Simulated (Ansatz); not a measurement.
`F[SiH](F)[SiH3]` + `CN(C)[SiH]` → `F[SiH2][SiH3]` + `CN(C)[Si]F` at 600 K and 1 bar (redistribution).

Gas-phase electronic energies from Ansatz, PBE0-D4/def2-TZVP geometries. CBS: MP2 limit from def2 TZ/QZ plus the TZ coupled-cluster correction, frozen cores. Each species was taken in one conformer, which may not be the lowest.

```tsv
species	CCSD(T)/CBS energy (Eh)	H − E (kJ/mol)	S (J/(mol·K))
`F[SiH](F)[SiH3]`	-780.26920	158.1	412.5
`CN(C)[SiH]`	-424.06348	289.9	385.3
`F[SiH2][SiH3]`	-681.00067	166.4	386.0
`CN(C)[Si]F`	-523.34250	282.3	415.4
```

H − E and S are ideal-gas, rigid-rotor, harmonic terms from PBE0-D4/def2-TZVP, for one conformer and one mirror image of each species. 1 Eh = 2625.50 kJ/mol, R = 8.31446 J/(mol·K).

Q: By hand: ΔE, ΔH, ΔS and ΔG.

A: ΔE = (-681.00067) + (-523.34250) − (-780.26920) − (-424.06348) = -0.01049 Eh = -27.5 kJ/mol. Δ(H − E) = 166.4 + 282.3 − 158.1 − 289.9 = 0.7, so ΔH = -26.8 kJ/mol. ΔS = 386.0 + 415.4 − 412.5 − 385.3 = 3.6 J/(mol·K). ΔG = -26.8 − 600 × (3.6)/1000 = -29.0 kJ/mol.

Q: By hand: the equilibrium constant, and the temperature at which ΔG would vanish if ΔH and ΔS stayed fixed.

A: log₁₀ K = −ΔG/(RT ln 10) = 2.5. ΔH and −TΔS have one sign here, so there is no such temperature. One of them is within its doubt of zero, so this could turn.

The number of gas molecules stays the same, so ΔS is small and ΔH decides. A doubt of 5 kJ/mol in ΔE shifts log₁₀ K by 0.4 here. Other conformers and mirror images would add mixing entropy, several J/(mol·K) or more a flexible species. These are equilibria of isolated gas molecules and say nothing of rates. Largest T1 diagnostic: 0.015 (customary marks: 0.02 for closed shells, 0.045 for open ones).
